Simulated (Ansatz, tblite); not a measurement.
Cost and result up the ladder for Zr2(Cl)8 (Zr2Cl8) (10 atoms). Total charge 0; singlet. Geometry: r2SCAN-D4/def2-SVP.

Cartesian coordinates in Å:
```
Zr 0.4400 -1.5237 -0.6839
Cl -0.5757 -2.6746 -2.4199
Cl 2.5607 -0.9871 -1.5123
Cl 0.9593 -3.1935 0.8522
Cl -1.6336 -0.7845 0.6473
Zr -0.6002 1.6565 0.7231
Cl 1.3122 0.5247 1.5580
Cl -2.3806 2.1894 2.1433
Cl 0.2073 3.8084 0.3317
Cl -0.2894 0.9845 -1.6394
```

Ansatz on 2 threads of AMD EPYC 7R13 on a shared host and a share (18 GiB) of an NVIDIA H100 80GB HBM3; xTB runs through tblite on one thread. Times are rough, summed over both states, and most runs start from the orbitals of an earlier one. PBE0-D4/def2-TZVP serves as the yardstick here, not as an exact answer. The other state is a triplet.

In the def2 sets Zr takes a core potential; there is no spin–orbit coupling. The xTB rows come from tblite. HOMO above LUMO, or a gap near zero within one spin, warns that the state may not be the lowest or that an electron is smeared out.

xTB has no spin-polarisation term.

```tsv
level	functions	wall time	vertical triplet (eV)	difference from PBE0-D4/def2-TZVP (eV)	remarks
GFN2-xTB	90	0.12 s	2.68	-1.82	–
GFN1-xTB	90	0.16 s	2.79	-1.71	–
PBE-D4/def2-TZVP	376	26 s	3.87	-0.64	gap within one spin near zero (triplet)
PBE0-D4/def2-TZVP (with forces)	376	32 s	4.50	0.00	–
r2SCAN-D4/def2-TZVP (with forces)	376	32 s	4.16	-0.34	gap within one spin near zero (triplet)
```
